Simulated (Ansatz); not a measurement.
Consider the ligand exchange at the Si–O bond: `C[SiH2]O[SiH2]N` + H₂S → `N[SiH2]S` + `C[SiH2]O`.

Calculated with Ansatz (gas phase, PBE0-D4/def2-TZVP geometries, no zero-point term in ΔE). CCSD(T)/CBS is the MP2 limit (def2-TZVPP, def2-QZVPP) plus CCSD(T) − MP2 in def2-TZVPP, frozen cores. This one scheme is used for every species. Functionals use def2-TZVPP. B3LYP here is the variant with VWN-RPA as its local correlation; programs differ in this. One conformer a species, not always the lowest.

```tsv
level	ΔE (kJ/mol)	difference from CCSD(T)/CBS
PBE-D4	51.1	-14.9
B3LYP-D4	69.1	3.1
PBE	48.8	-17.2
HF/def2-TZVPP	80.8	14.8
SCS-MP2/def2-TZVPP	71.2	5.2
CCSD/def2-TZVPP	71.9	5.9
CCSD(T)/def2-TZVPP	69.5	3.5
HF/def2-QZVPP	82.8	16.8
MP2/def2-QZVPP	65.4	-0.6
CCSD/CBS(def2)	68.4	2.4
CCSD(T)/CBS	66.0	0
```

Largest T1 diagnostic among the species: 0.011.

The D4 term adds +3.1 kJ/mol with B3LYP and +2.3 kJ/mol with PBE0; it sums over pairs of atoms, weighted by their polarisabilities, and B3LYP, whose exchange is more repulsive, gets the larger term. In def2-TZVPP, CCSD(T) changes the Hartree–Fock value by −11.4 kJ/mol (the triples alone add −2.4 kJ/mol) and MP2 by −14.1 kJ/mol. From PBE to PBE0 (25 % exact exchange), in def2-TZVPP and without D4, ΔE moves by +4.8 kJ/mol.
